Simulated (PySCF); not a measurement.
In(H)2(iPr) (C3H9In), SMILES C[CH](C)[InH2]. Atoms are numbered in the order given.

```xyz
13

In    -0.8708     0.0084     0.0000
H     -1.7452     0.1576    -1.5090
H     -1.7452     0.1576     1.5090
C      1.3086    -0.3881     0.0000
C      1.9897     0.1255    -1.2716
C      1.9897     0.1255     1.2716
H      1.3587    -1.4934     0.0000
H      3.0613    -0.1508    -1.2889
H      1.9461     1.2260    -1.3441
H      1.5296    -0.2806    -2.1867
H      1.5296    -0.2806     2.1867
H      3.0613    -0.1508     1.2889
H      1.9461     1.2260     1.3441
```

Geometry: B3LYP-D3(BJ)/def2-SVP. The structure was generated by enumeration; whether it is a known compound was not checked. The def2 effective core potentials stand for the cores of In; spin–orbit coupling is left out.

Level of theory: PySCF with B3LYP/def2-TZVP.

Atomic charges (e):

```tsv
atom	Löwdin	Mulliken
In1	0.39	0.52
H2	-0.09	-0.15
H3	-0.09	-0.15
C4	-0.44	-0.27
C5	-0.32	-0.34
C6	-0.32	-0.34
H7	0.15	0.08
H8	0.12	0.10
H9	0.12	0.10
H10	0.12	0.12
H11	0.12	0.12
H12	0.12	0.10
H13	0.12	0.10
```
